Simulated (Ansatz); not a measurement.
## Energy profile

The step: AlH₄O₃F ([OH][Al]([OH])([OH2])[F]) + H₂O → AlH₄O₃F ([OH][Al]([OH])([OH2])[F]) + H₂O; bonds formed: O2–H7, O8–H12; bonds broken: O3–H12, H7–O8 (atoms numbered as in the saddle structure below).

```
12
angstrom
Al -0.4725 -0.4481 0.8235
O 1.1899 -0.6102 0.1358
O -1.0011 0.8018 -0.3774
O -1.2165 -1.9771 0.6990
H 1.5616 1.8491 -1.3541
F -0.5120 0.3026 2.3108
H 1.3146 0.2290 -0.8278
O 1.0470 1.0619 -1.5548
H 1.4978 -1.5036 -0.0237
H -1.6163 1.4869 -0.1184
H -1.7882 -2.3187 1.3823
H -0.0041 1.1266 -1.0950
```

Electronic energies by CCSD(T) at an estimated basis limit (MP2 extrapolated from triple and quadruple zeta, plus CCSD(T) − MP2 in triple zeta), on PBE0-D4/def2-TZVP structures; AlH$_{6}$O$_{4}$F, closed shell; no counterpoise correction. Computed with Ansatz 0.2.0 (basis: def2-TZVPP and def2-QZVPP); correlated methods freeze the cores. Extrapolation: Hartree–Fock as exp(−7.88 √X), correlation as X^−2.97.

(1) Give the profile in kcal/mol, counted from the separated reactants. (Judge from chemistry; the value comes from the calculation.)

No T1 diagnostic of these runs exceeds 0.012.

Answers

(1) By the calculation:
```json
{"point": "separated: AlH$_{4}$O$_{3}$F (linked as [OH][Al]([OH])([OH2])[F]; Al1, O2, O3, O4, F6, H9, H10, H11, H12; singlet) + H$_{2}$O (H5, H7, O8; singlet)", "kcal/mol": "0.00"}
{"point": "start structure", "kcal/mol": "-17.15"}
{"point": "saddle", "kcal/mol": "-10.23"}
{"point": "end structure", "kcal/mol": "-17.69"}
{"point": "separated: AlH$_{4}$O$_{3}$F (linked as [OH][Al]([OH])([OH2])[F]; Al1, O2, O3, O4, F6, H7, H9, H10, H11; singlet) + H$_{2}$O (H5, O8, H12; singlet)", "kcal/mol": "-0.26"}
```
The saddle lies below the separated reactants: the barrier is submerged.

For scale, one of the runs: CCSD(T)/def2-TZVPP, 281 basis functions, launched by `ansatz run in.yaml --threads 8 --pin off --events-out ev --progress --plain --max-ram 19148MiB`. Hardware: 8 CPU threads of an Arm Neoverse V2, shared host. Wall time 3.5 min; peak host memory 8.9 GiB.
